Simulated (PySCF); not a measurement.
Species: CH9ClSi4.
Z-matrix (Å and degrees, GFN2-xTB geometry), rows numbered from 1:
```
Si
Si  1  2.3306
Cl  2  2.0929  1  104.93
Si  2  2.3753  1  122.71  3   130.10
C   4  1.9295  2   87.22  1   116.56
Si  5  1.9298  4  104.68  2     7.67
H   1  1.4654  2  108.13  3   179.96
H   1  1.4655  2  113.83  3    61.18
H   1  1.4656  2  113.89  3   -61.09
H   4  1.4698  2  118.33  1     3.70
H   4  1.4689  2  122.26  1  -130.17
H   5  1.0887  4  111.11  2  -112.26
H   5  1.0881  4  112.44  2   130.23
H   6  1.4688  2  122.21  1   130.34
H   6  1.4701  2  118.32  1    -3.69
```

Method used: PySCF, TDDFT wB97X-D/def2-SVPD, vertical, gas phase, core orbitals frozen in the response.

Frontier orbitals with the atoms that hold most of them (Löwdin shares over 4%, at most four atoms; ? is withheld):

```tsv
orbital	ε (eV)	atoms
LUMO+2	1.04	Si2 28%, Si1 22%, Si4 11%, Si6 11%
LUMO+1	0.94	Si6 20%, Si4 19%, Si2 19%, C5 7%
LUMO	?	Si2 29%, Si6 15%, Si4 15%, Si1 10%
HOMO	-9.23	?
HOMO-1	-9.32	?
HOMO-2	-10.46	C5 42%, Si6 17%, Si4 17%, H10 4%
HOMO-3	-11.21	Cl3 27%, C5 12%, Si2 11%, Si1 9%
```

Q: Give the leading atoms of the HOMO-1.

A: Si2 (bonded to Cl and 3 Si) 22%; Cl3 (bonded to Si) 20%; Si1 (bonded to Si and 3 H) 17%; C5 (bonded to 2 Si and 2 H) 13%. By element: silicon 39% or more, chlorine 20%, carbon 13%.

Q: Which atoms hold the HOMO, and with what shares?

A: Si2 (bonded to Cl and 3 Si) 28%; Si4 (bonded to C, Si and 2 H) 19%; Si6 (bonded to C, Si and 2 H) 18%; Cl3 (bonded to Si) 18%. By element: silicon 65% or more, chlorine 18%.

Q: What is the LUMO energy, and the HOMO–LUMO gap?

A: ε(LUMO) = 0.06 eV; the gap is 9.29 eV (0.3413 hartree).

Q: The HOMO–LUMO gap is 9.29 eV. Where does the response calculation put the lowest singlet, and from which orbitals?

A: S1 is at 4.72 eV (f = 0.0015), 4.57 eV below the gap, made of HOMO→LUMO (97%). 

Q: One configuration dominates each of S1, S2 and S6. Which, and how do the shares of the two leading atoms of either orbital change from the occupied to the empty one?

A: 
- S1 (4.72 eV, f 0.0015), HOMO→LUMO (97%): Si2 28% → 29%, Si4 19% → 15%, Si6 18% → 15%
- S2 (4.93 eV, f 0.016), HOMO-1→LUMO (96%): Si2 22% → 29%, Cl3 20% → at most 10%, Si6 at most 13% → 15%
- S6 (6.26 eV, f 0.0049), HOMO-1→LUMO+1 (85%): Si2 22% → 19%, Cl3 20% → at most 7%, Si6 at most 13% → 20%, Si4 at most 13% → 19%

Löwdin shares depend on the basis, the more so with diffuse functions.

On one thread of an Arm Neoverse V2, shared host with 96 logical CPUs at a one-minute load of 57, this took 43 s wall and 0.94 GiB of memory at its peak.

One conformer stands for the species.
